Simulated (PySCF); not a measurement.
Ligand exchange on a metal centre used in film growth or etching (Cd Cl-Br). Isolated molecules, 0 K electronic values unless said otherwise.

The dipole moment from two functionals at the same geometries (PBE-D3(BJ)/def2-SVP), both in PySCF: PBE-D3(BJ)/def2-TZVP and TPSSh-D3(BJ)/def2-TZVP. 

```json
[
 {"species": "0 of 2 Cl replaced by Br ([Cd(Cl)2])", "PBE-D3(BJ)/def2-TZVP (D)": "0.00"},
 {"species": "1 of 2 Cl replaced by Br ([Cd(Cl)(Br)])", "PBE-D3(BJ)/def2-TZVP (D)": "0.38"},
 {"species": "2 of 2 Cl replaced by Br ([Cd(Br)2])", "PBE-D3(BJ)/def2-TZVP (D)": "0.00"}
]
```

What does TPSSh-D3(BJ)/def2-TZVP give for each?


- 0 of 2 Cl replaced by Br ([Cd(Cl)2]): 0.00
- 1 of 2 Cl replaced by Br ([Cd(Cl)(Br)]): 0.37
- 2 of 2 Cl replaced by Br ([Cd(Br)2]): 0.00
Over these rows, drawn at random from the members with no instability flagged (it was tested for open shells, ions and some series alone), PBE minus TPSSh-D3(BJ): mean +0.01 D, from 0.00 D to +0.02 D.
